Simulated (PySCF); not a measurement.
Molecule: SMILES COc1ccccn1, C6H7NO.

Numbering as in the mapped SMILES `[CH3:1][O:2][c:3]1[cH:4][cH:5][cH:6][cH:7][n:8]1`; H(Xn) means a hydrogen on atom n.

Geometry PBE0-D3(BJ)/def2-SVP throughout; GIAO in PySCF, gas phase, one conformer, non-relativistic; equivalent atoms averaged; functional PBE0.

For orientation, pcSseg-1 gives these absolute shieldings σ: C7 30.8, C5 40.8, C4 69.4, C1 130.9, O2 207.8, H(C5) 23.66, H(C6) 24.49, H(C4) 24.50, H(C1) 27.41 ppm.

A run gave: C7 34.6, C5 45.0, C4 73.3, C1 134.4, O2 208.9, H(C5) 23.83, H(C6) 24.59, H(C4) 24.67, H(C1) 27.69 ppm (absolute shieldings σ).

Which basis set was used in that run?
A. aug-cc-pVDZ
B. def2-SVP
C. 6-311+G(2d,p)
D. 6-31G*
E. 6-31G

Answers

C. C5 tells them apart best: 6-311+G(2d,p) gives 45.0, def2-SVP gives 58.1, 6-31G* gives 62.8, aug-cc-pVDZ gives 59.0, 6-31G gives 67.1 ppm.
